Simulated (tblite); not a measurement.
Parent: `[SiH3:1][CH:2]1[CH:3]=[CH:4]1`, C3H6Si.

The geometries are computed with GFN2-xTB (gas phase). One conformer each, not checked by frequencies here.

```
coordinate of the parent    value
                  Si1–C2  1.886 Å
                   C2–C3  1.514 Å
                   C3=C4  1.293 Å
                   C2–C4  1.514 Å
               Si1–C2–C3   121.9°
               Si1–C2–C4   122.0°
                C3–C2–C4    50.6°
                C2–C3–C4    64.7°
                C2–C4–C3    64.7°
```

**Question.** How does the shared frame change in `[CH:1]#[C:2][C:3]1([SiH3:4])[CH:5]=[CH:6]1`, C5H6Si? Atoms pair as Si1 = Si4, C2 = C3, C3 = C5, C4 = C6 (parent first).

**Answer.** 
| parent | relative | value in the relative | change |
| --- | --- | --- | --- |
| Si1–C2 | Si4–C3 | 1.897 Å | +0.011 |
| C2–C3 | C3–C5 | 1.522 Å | +0.008 |
| C3=C4 | C5=C6 | 1.293 Å | 0.000 |
| C2–C4 | C3–C6 | 1.522 Å | +0.008 |
| Si1–C2–C3 | Si4–C3–C5 | 121.0° | -0.9 |
| Si1–C2–C4 | Si4–C3–C6 | 121.0° | -1.0 |
| C3–C2–C4 | C5–C3–C6 | 50.3° | -0.3 |
| C2–C3–C4 | C3–C5–C6 | 64.9° | +0.2 |
| C2–C4–C3 | C3–C6–C5 | 64.9° | +0.2 |

Of the parent's bonds, Si1–C2 changes most (+0.011 Å). Bonds of the relative outside the shared frame: C1≡C2 1.199, C2–C3 1.432 Å. Point group Cs → Cs.

**Question.** How does the shared frame change in `[OH:1][SiH2:2][CH:3]1[CH:4]=[CH:5]1` with H–O1–Si2–C3 180°, O1–Si2–C3–C4 -150°, C3H6OSi? Atoms pair as Si1 = Si2, C2 = C3, C3 = C4, C4 = C5 (parent first).

**Answer.** 
| parent | relative | value in the relative | change |
| --- | --- | --- | --- |
| Si1–C2 | Si2–C3 | 1.880 Å | -0.006 |
| C2–C3 | C3–C4 | 1.512 Å | -0.002 |
| C3=C4 | C4=C5 | 1.293 Å | 0.000 |
| C2–C4 | C3–C5 | 1.513 Å | -0.001 |
| Si1–C2–C3 | Si2–C3–C4 | 121.5° | -0.4 |
| Si1–C2–C4 | Si2–C3–C5 | 121.6° | -0.4 |
| C3–C2–C4 | C4–C3–C5 | 50.6° | 0.0 |
| C2–C3–C4 | C3–C4–C5 | 64.7° | 0.0 |
| C2–C4–C3 | C3–C5–C4 | 64.7° | 0.0 |

Of the parent's bonds, Si1–C2 changes most (-0.006 Å). Bonds of the relative outside the shared frame: O1–Si2 1.628 Å. Point group Cs → Cs.
